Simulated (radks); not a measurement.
Exchange energies: the exact (Fock) value of the Kohn-Sham orbitals and density-functional approximations, in hartree. Species: Li+ [He]; Sb3+ [Kr] 4d10 5s2. Method: non-relativistic Kohn-Sham, exchange-only B88, spin-polarised, spherical densities, point nucleus; computed with a radial shooting solver on a logarithmic mesh with Libxc functionals. Every spin shell is full or empty, so the densities are truly spherical. Functionals are evaluated on that one density, not self-consistently.

functional	Li+	Sb3+
exact	-1.64007	-162.915
LDA	-1.4123	-155.06
B88	-1.6371	-162.97
PBE	-1.6180	-162.23
revPBE	-1.6421	-162.46
PW86	-1.6485	-162.61
WC	-1.5843	-161.53
AM05	-1.4653	-155.60
SOGGA	-1.5420	-159.23
B86b	-1.6338	-162.92
APBE	-1.6442	-163.43
TPSS	-1.6460	-162.45
revTPSS	-1.6453	-161.43
SCAN	-1.6464	-163.19
MS2	-1.6485	-161.96
Tao-Mo	-1.6486	-161.60
